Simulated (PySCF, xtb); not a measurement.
GeF3Br, SMILES [F][Ge]([Br])([F])[F].

Harmonic wavenumbers (cm⁻¹) from xtb 6.7.1 with GFN2-xTB at its own minimum, in rising order: 110, 110, 164, 164, 175, 304, 489, 521, 522.

What does PBE-D3(BJ)/def2-SVP (PySCF) give at its own minimum? (The exact figures need the calculation; the answer reports its results.)

143, 143, 225, 225, 227, 339, 697, 746, 746. Paired by order, the mean absolute difference is 104 cm⁻¹ and the zero-point energies are 3.7 and 5.0 kcal/mol.
